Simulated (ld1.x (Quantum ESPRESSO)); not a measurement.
**Pseudopotential generation for Mo (Z = 42): ultrasoft, LDA (PZ), scalar-relativistic.**

- Element: molybdenum (Mo)
- Generator: ld1.x (Quantum ESPRESSO) 7.5
- Type: ultrasoft
- Functional: LDA (PZ)
- Relativity: scalar-relativistic
- Frozen core: [Ar] 3d10 4s2
- Valence charge: 12
- Reference configuration: 4p6 4d5 5s1 5p0
- Partial waves: 5s (bound): rcut 2.60, rcutus 2.75 bohr; 5s channel at 0.45 Ry: rcut 2.60, rcutus 2.75 bohr; 4p (bound): rcut 1.85, rcutus 2.00 bohr; 5p (bound, empty): rcut 1.85, rcutus 2.00 bohr; 4d (bound): rcut 1.05, rcutus 1.40 bohr; 4d channel at 1.3 Ry: rcut 1.05, rcutus 1.40 bohr
- Local potential: all-electron potential smoothed inside 1.40 bohr (lloc = -1)
- Core correction: a·sin(br)/r model core inside 1.20 bohr
- Augmentation charge: PSQ, inside the norm-conserving radii

All-electron outer shells of the reference configuration (LDA (PZ), scalar-relativistic, ld1.x):

| shell | level (eV) | outermost node (bohr) | outermost maximum (bohr) |
| --- | --- | --- | --- |
| 3d | -221.32 | – | 0.32 |
| 4s | -64.42 | 0.51 | 0.99 |
| 4p | -38.59 | 0.52 | 1.06 |
| 5s | -4.33 | 1.34 | 2.93 |
| 4d | -3.94 | 0.53 | 1.38 |
| 5p | -1.16 | 1.54 | 4.05 |

What the tests gave:

```json
{
 "Ghost test": "ghost state, extra bound levels that the all-electron valence spectrum of the same l lacks: s at -215.8 eV (p not tested); a true bound ghost makes a file unfit for plane-wave use (spherical-Bessel basis up to 400 Ry, 20 bohr box)",
 "Largest excitation error": "-473 meV (all-electron minus pseudo) for 4p6 4d2 5s0 5p0, out of 7 test configurations",
 "Lowest eigenvalue of the overlap operator": "-0.16 (p channel); it is negative, so in a basis up to 400 Ry S is not positive definite and the file is unfit for use",
 "Density cutoff estimated by the generator": "351 Ry"
}
```

Note: ghost state, extra bound levels that the all-electron valence spectrum of the same l lacks: s at -215.8 eV (p not tested). A true bound ghost makes a file unfit for plane-wave use. Its overlap operator is not positive definite in a basis up to 400 Ry (lowest eigenvalue p -0.16), so the file is unfit for use: the generalised eigenproblem breaks down once the basis is large enough, and its test numbers describe a broken file.

Generation and tests took about 1.8 s on one core of a shared server CPU.
